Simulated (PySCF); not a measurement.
# Electronic absorption of CH11OPSi3

Compound: CH11OPSi3.
InChI=1S/CH11OPSi3/c1-6(2-4)3-5/h3,6H,1,4-5H3/t6-/m0/s1

Method: TDDFT PBE0/def2-SVPD, vertical, gas phase, core orbitals frozen in the response (PySCF). The structure is a single GFN2-xTB conformer in the gas phase; no vibrational or solvent corrections.

Question: Predict the UV-vis stick spectrum at this level.

Answer: 

```tsv
state	E (eV)	E (kJ/mol)	λ (nm)	f	main configurations (H = HOMO, L = LUMO)
S1	5.87	566	211.2	0.015	H→L (73%), H→L+1 (21%)
S2	6.19	597	200.4	0.037	H→L+1 (73%), H→L (20%)
S3	6.55	632	189.2	0.015	H→L+2 (76%), H→L+4 (9%), H-1→L (9%)
S4	6.64	641	186.6	0.102	H→L+3 (84%)
S5	6.85	661	180.9	0.040	H-1→L (64%), H→L+5 (15%)
S6	6.95	671	178.3	0.021	H→L+5 (44%), H→L+6 (16%), H-1→L (8%)
```

Triplets, Tamm–Dancoff:

```
state  E (eV)  λ (nm)  main configurations (H = HOMO, L = LUMO)
   T1    5.40   229.4                    H→L (71%), H→L+3 (10%)
   T2    5.51   224.9     H→L+1 (45%), H→L+3 (21%), H→L+2 (14%)
```

The lowest singlet comes at 211 nm (566 kJ/mol) in the ultraviolet; it is weak; its leading configuration is HOMO→LUMO (73%). The most intense listed level is S4 at 6.64 eV (187 nm, f = 0.102), 0.77 eV above S1. Löwdin shares by element: HOMO phosphorus 60%, silicon 22% or more, hydrogen 6% or more; LUMO silicon 45%, phosphorus 13% (atoms not listed hold the other 42%). The oscillator strengths of these states sum to 0.230; summed over the whole spectrum of an exact calculation they would give the number of electrons, 82 (Thomas–Reiche–Kuhn). The listed states span 1.08 eV, and the widest gap between neighbours is 0.37 eV (S2 to S3). Of the 6 states listed, 6 reach f = 0.01 and none stays under 0.0005. The window holds the lowest 6 singlets.
